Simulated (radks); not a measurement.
Values are calculated unless marked as measured or tabulated.
The nuclear charge of the platinum ion Pt+ is varied continuously with 77 electrons held in [Xe] 4f14 5d9. Level of theory: scalar-relativistic Kohn-Sham, r2SCAN, spin-unpolarised, spherical densities, finite nucleus; meta-GGA in the generalised Kohn-Sham scheme; Fermi nuclear charge, rms radius 5.427 fm (a radial shooting solver on a logarithmic mesh with Libxc functionals). By the Hellmann-Feynman theorem dE/dZ = E(electron-nucleus)/Z, the electronic potential at the nucleus (averaged over a nucleus of fixed radius). The scalar-relativistic energy here is not variational (the density holds large components alone), so the two differ by a part that grows with Z.

| Z | E (hartree) | E(electron-nucleus)/Z (hartree) | HOMO | e(HOMO) (eV) | <r> HOMO (bohr) |
|---|---|---|---|---|---|
| 77.5 | -18117.2545 | -580.375 | 5d | -8.742 | 1.730 |
| 78 | -18411.4210 | -586.189 | 5d | -14.379 | 1.633 |
| 78.5 | -18708.5600 | -592.014 | 5d | -20.666 | 1.554 |
| 79 | -19008.6793 | -597.853 | 5d | -27.527 | 1.487 |

The central difference of E at Z = 78 is -591.306 hartree, to compare with the third column; the second derivative is -11.9 hartree.
